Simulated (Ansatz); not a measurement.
## Ansatz (development build ahead of 0.2.0) run

```yaml
crystal:
  periodic: [false, false, false]
  atoms:
    - { symbol: H, position_ang: [-1.6284, -0.0386, 1.6098] }
    - { symbol: H, position_ang: [-1.6679, 0.9215, 1.2703] }
    - { symbol: H, position_ang: [-1.377, 1.6992, 0.6792] }
    - { symbol: H, position_ang: [-0.8134, 2.1403, -0.0464] }
    - { symbol: H, position_ang: [-0.0887, 2.1575, -0.7629] }
    - { symbol: H, position_ang: [0.6536, 1.7474, -1.3282] }
    - { symbol: H, position_ang: [1.2664, 0.9912, -1.6305] }
    - { symbol: H, position_ang: [1.6284, 0.0386, -1.6098] }
    - { symbol: H, position_ang: [1.6679, -0.9215, -1.2703] }
    - { symbol: H, position_ang: [1.377, -1.6992, -0.6792] }
    - { symbol: H, position_ang: [0.8134, -2.1403, 0.0464] }
    - { symbol: H, position_ang: [0.0887, -2.1575, 0.7629] }
    - { symbol: H, position_ang: [-0.6536, -1.7474, 1.3282] }
    - { symbol: H, position_ang: [-1.2664, -0.9912, 1.6305] }
basis:
  gaussian: { orbitals: def2-SVP }
hamiltonian:
  xc: hf
```

The input is written out in the form of the current development build from the run's settings.

Results

- Converged: yes
- Total energy: -7.52398 hartree
- Spin squared of the determinant: 0.000

Caution: stretched shape with no unrestricted run beside it, a lower state can exist.
